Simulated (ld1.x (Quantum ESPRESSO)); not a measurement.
Configuration tests for caesium (Cs) (RRKJ)

ld1.x (Quantum ESPRESSO) 7.5 input, shortened:

```
&input
   title='Cs', zed=55., rel=1, dft='BP', iswitch=3,
   config='[Xe] 5d0 6s0 6p0'
 /
 &inputp
   pseudotype=2, tm=.false., lloc=0,
   nlcc=.true.
 /
3
5P  2  1   6.00   0.00  2.95  2.95  0.0
5D  3  2   0.00   0.00  2.80  2.80  0.0
5S  1  0   2.00   0.00  2.85  2.85  0.0
 &test
   configts(1)='5s2 5p6 5d0 6s0 6p0'
 /
```

Energies are relative to the spin-unpolarised reference configuration 5s2 5p6 5d0 6s0 6p0; without spin polarisation the order of configurations can differ from experiment. Not all tests gave a result: 2 of 7 tests not solved or not reliable. Left out of the table: 5s2 5p6 5d0 6s1 6p0 (pseudo-atom not self-consistent, printed error -3.4 eV); 5s2 5p6 5d0.5 6s0.5 6p0 (pseudo-atom not self-consistent, printed error -1.4 eV).

```json
{"valence configuration": "5s2 5p6 5d0 6s0 6p1", "charge": "0", "ΔE all-electron (eV)": "-2.515", "error AE − PS (meV)": "-2.6"}
{"valence configuration": "5s2 5p5 5d0 6s1 6p0", "charge": "+1", "ΔE all-electron (eV)": "14.051", "error AE − PS (meV)": "-7812"}
{"valence configuration": "5s1 5p6 5d0 6s1 6p0", "charge": "+1", "ΔE all-electron (eV)": "27.894", "error AE − PS (meV)": "-4306"}
{"valence configuration": "5s2 5p6 5d1 6s0 6p0", "charge": "0", "ΔE all-electron (eV)": "-2.224", "error AE − PS (meV)": "-1.4"}
```

Question: What are ΔE and the potential's error for 5s2 5p6 5d0 6s0.5 6p0?

Answer: ΔE = -2.377 eV all-electron; the error (AE − PS) is -1744 meV.

Levels in the configuration 5s2 5p6 5d1 6s0 6p0:

```json
{"level": "5s", "all-electron (eV)": "-26.975", "pseudo (eV)": "-26.996"}
{"level": "5p", "all-electron (eV)": "-13.760", "pseudo (eV)": "-13.767"}
{"level": "5d", "all-electron (eV)": "-0.658", "pseudo (eV)": "-0.658"}
```

These tests converged, but a pseudo level misses the all-electron one widely, so the file describes the atom poorly there or has found another state: 5s2 5p6 5d0 6s0.5 6p0: 6s by 2.8 eV; 5s2 5p5 5d0 6s1 6p0: 6s by 6.1 eV (a node warning on the way); 5s1 5p6 5d0 6s1 6p0: 6s by 3.1 eV. ld1.x printed “convergence not achieved” for 1 of the counted tests; its residual had stalled under 1e-8, short of the target of 1e-14.

Note: ghost state, extra bound levels that the all-electron valence spectrum of the same l lacks: s at -6.4 eV. A true bound ghost makes a file unfit for plane-wave use.
